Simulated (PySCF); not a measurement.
Computed properties of Al(Cl)(F)(SH) (AlClFHS), SMILES [F][Al]([SH])[Cl]

Al(Cl)(F)(SH) (AlClFHS), SMILES [F][Al]([SH])[Cl]. Coordinates come from a B3LYP-D3(BJ)/def2-SVP optimisation. Other conformers were not sampled. All values are computed for the isolated molecule unless a solvent is named; none is compared with measurement here.

**Structure.** The optimised structure has Cs symmetry. All 9 harmonic modes at B3LYP-D3(BJ)/def2-SVP (PySCF) are real, so it is a minimum. With heavy atoms numbered as in [Al:1]([Cl:2])([F:3])[SH:4], the shortest bond between them is Al1–F3 at 1.659 Å and the longest Al1–S4 at 2.166 Å.

**Vibrations.** The strongest infrared lines (harmonic, unscaled, degenerate partners summed) lie at 618 cm⁻¹ (186 km/mol, Al 66 %, Cl 18 %, S 15 %), 895 cm⁻¹ (110 km/mol, F 50 %, Al 48 %), 258 cm⁻¹ (39 km/mol, H 87 %). The softest mode is at 133 cm⁻¹ and the zero-point energy is 8.7 kcal/mol.

**Electronic structure.** B3LYP/def2-TZVPD (PySCF) places the frontier levels at -8.08 and -1.65 eV, a gap of 6.43 eV, and gives a dipole moment of 1.04 D and a mean polarisability of 59.4 bohr³.

**Excitations.** TDA-CAM-B3LYP/def2-SVPD (PySCF) has S1 at 5.83 eV (213 nm, f = 0.048, weak); the most intense of the 10 singlets computed lies at 7.74 eV (f = 0.38). T1 (TDA) is at 5.45 eV, 0.38 eV under S1. No vertical singlet excitation falls in the visible range (under 3.1 eV).

**NMR.** GIAO shifts at KT2/pcSseg-2 (PySCF) (non-relativistic, atoms alike by connectivity averaged): ¹H at 0.9 ppm against TMS; ¹⁹F at -174.0 ppm against CFCl3. Without spin–orbit terms, shifts of atoms bonded to Cl or Br come out too high.
